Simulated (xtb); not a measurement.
Mg(Me)(OSiH3) (CH6MgOSi), SMILES [CH3][Mg][O][SiH3]. All values are semi-empirical tight-binding results from xtb (GFN2-xTB unless named), good for trends rather than for accurate numbers. The structure is a stationary point at GFN2-xTB. The structure was generated by enumeration; whether it is a known compound was not checked. Other conformers were not sampled.

Optimised geometry:

```xyz
10

Mg    -0.3321     0.1153     1.3053
C     -1.8236     1.4990     1.7329
H     -2.4949     1.1409     2.5057
H     -2.3730     1.6503     0.8080
H     -1.3754     2.4371     2.0454
O      0.3748    -0.3194    -0.2594
Si     1.0335    -0.7445    -1.6529
H      0.0250    -1.4434    -2.4719
H      2.1703    -1.6465    -1.3771
H      1.5076     0.4623    -2.3554
```

A frequency run showed that this geometry is not a minimum.

For metal compounds this method's bond lengths and energies can be far off.

Computed properties:
The orbital gap is 2.44 eV.

Computed atomic charges and the Wiberg bond orders between heavy atoms:
charges (e) Mg1 0.42, C2 -0.20, H3 0.06, H4 0.06, H5 0.06, O6 -0.52, Si7 0.49, H8 -0.12, H9 -0.12, H10 -0.12. Bond orders Mg1–C2 0.98, Mg1–O6 0.83, O6–Si7 1.26.
